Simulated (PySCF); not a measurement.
C4H8O2S, SMILES COC(=O)CCS (GFN2-xTB optimised geometry):

```
15

C      1.803    -2.111    -0.001
O      1.175    -0.835     0.000
C     -0.162    -0.835     0.000
O     -0.832    -1.832     0.003
C     -0.696     0.582     0.000
C     -2.214     0.597    -0.057
S     -2.873     2.296    -0.145
H      1.513    -2.675    -0.890
H      1.511    -2.678     0.885
H      2.873    -1.922     0.000
H     -0.272     1.110    -0.857
H     -0.333     1.081     0.902
H     -2.570     0.104    -0.961
H     -2.650     0.097     0.806
H     -2.451     2.678     1.060
```

Level of theory: PySCF with PBE0/def2-TZVP.

What are the frontier orbital energies and the dipole moment?

HOMO-2 -8.94 eV, HOMO-1 -8.23 eV, HOMO -6.88 eV, LUMO 0.19 eV, LUMO+1 0.40 eV; dipole moment 2.45 D.

Meta-Löwdin charges at PBE0/def2-TZVP: C1 -0.14, O2 -0.34, C3 0.52, O4 -0.47, C5 -0.25, C6 -0.25, S7 -0.10, H8 0.13, H9 0.13, H10 0.14, H11 0.14, H12 0.14, H13 0.14, H14 0.14, H15 0.09.
